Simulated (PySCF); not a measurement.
Compound: C₄H₁₃ClOSi₂.
Cartesian coordinates in Å at the GFN2-xTB level; atoms count from 1:
```xyz
21
C4H13ClOSi2 angstrom
C      2.8981    1.4814   -0.1996
O      1.6541    0.9611    0.1861
C      1.6521   -0.4397    0.4115
Si    -0.1899   -0.8124    0.7995
C     -0.6299   -2.5372    0.1131
Si    -1.1927    1.0165   -0.2263
C     -3.0862    1.0004    0.1275
Cl    -3.7772   -0.5824   -0.3133
H      2.7666    2.5550   -0.3227
H      3.2355    1.0427   -1.1473
H      3.6608    1.2919    0.5659
H      2.0158   -0.9635   -0.4822
H      2.3383   -0.6886    1.2296
H     -0.3233   -0.8853    2.2705
H     -0.4897   -2.5826   -0.9640
H     -0.0215   -3.3211    0.5578
H     -1.6699   -2.7739    0.3130
H     -0.8021    2.3633    0.2079
H     -1.0969    0.9958   -1.6956
H     -3.3232    1.1543    1.1776
H     -3.6276    1.7412   -0.4548
```

Computed at PBE0/pcSseg-1 (PySCF, non-relativistic), with Q(17O) = −0.0256 b, Q(35Cl) = −0.0817 b: O2, 17O (I = 5/2): χzz = 12.13 MHz, η = 0.977; Cl8, 35Cl (I = 3/2): χzz = -74.76 MHz, η = 0.017.

Q: Where would the pure quadrupole (NQR) lines of 17O at O2 fall for the rigid, isolated species?

A: From the eigenvalues of H = χ/[4I(2I − 1)] × [3Iz² − I(I + 1) + η(Ix² − Iy²)], steps between neighbouring levels, labelled as for η = 0: ±1/2↔±3/2 3.162 MHz, ±3/2↔±5/2 3.222 MHz (ether oxygen).

Q: Where would the pure quadrupole (NQR) lines of 35Cl at Cl8 fall for the rigid, isolated species?

A: From ν = (|χ|/2)√(1 + η²/3): ν = 37.38 MHz (alkyl chlorine). For 37Cl the ratio of quadrupole moments, 0.7881, gives 29.46 MHz.

Q: Apply the simplest Townes–Dailey estimate (no s hybridisation, no π bonding), ionic character = 1 − χzz/χ0, where χ0 is the coupling for one missing p electron along the bond: −109.74 MHz for 35Cl.

A: Cl8 on C7: 1 − (-74.76)/(-109.74) = 0.32. In this model a purely covalent bond gives χ0 and a free halide ion gives zero; s hybridisation or π bonding, where present, is counted here as ionic character.

In a crystal, neighbours and librations shift these lines. GFN2-xTB bond lengths can be off by several hundredths of an ångström, more for odd bonds, and the gradients follow them. A larger basis could move these couplings by a tenth or more.

One conformer stands for the species.
